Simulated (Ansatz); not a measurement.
The cluster K2F2⁺. Total charge 1; doublet. Geometry relaxed at PBE0-D4/def2-TZVP.

Cartesian coordinates in Å:
```
K -2.034 -0.672 0.876
K 2.033 0.674 -0.877
F -0.217 -0.441 -0.842
F 0.218 0.440 0.843
```

In the doublet, F3 and F4 lie 1.95 Å apart (atoms count from 1), so these atoms are partly bonded to each other. The structure comes from a short search, and lower isomers may exist.

(1) Estimate the harmonic wavenumbers at UKS PBE0-D4/def2-TZVP (Ansatz, unscaled). Is this a minimum?

Results:

(1) 66, 116, 174, 238, 282, 437 cm⁻¹. Yes, no mode is imaginary beyond noise. Zero-point energy 7.9 kJ/mol. Run time 79 s (2 threads of Arm Neoverse V1 on a shared host).
